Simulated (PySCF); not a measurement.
C₂H₃O₂, SMILES [O-]C(C)=O, charge -1. Atoms are numbered in the order given.

```xyz
7

C     -1.3332    -0.1716     0.0127
C      0.2056     0.0202    -0.0043
O      0.8952    -1.0203    -0.0902
O      0.5930     1.2080     0.0754
H     -1.7356     0.1989     0.9690
H     -1.6122    -1.2272    -0.1163
H     -1.7917     0.4353    -0.7839
```
Charge -1, spin multiplicity 1.

Geometry optimised at PBE0-D3(BJ)/def2-SVPD.

Computed with KT2/pcSseg-2 (PySCF).

GIAO shieldings, no solvent; atoms listed in one row are averaged. δ = σ(ref) − σ: ¹³C against TMS (σ = 184.2 ppm); ¹⁷O against H2O (σ = 324.0 ppm); ¹H against TMS (σ = 31.47 ppm), references at their B3LYP-D3(BJ)/def2-TZVP geometries, non-relativistic.

```csv
nucleus,atoms,count,δ (ppm)
¹³C,C2,1,167.1
¹³C,C1,1,25.2
¹⁷O,O3,1,350.5
¹⁷O,O4,1,319.8
¹H,"H5, H6, H7",3,1.78
```
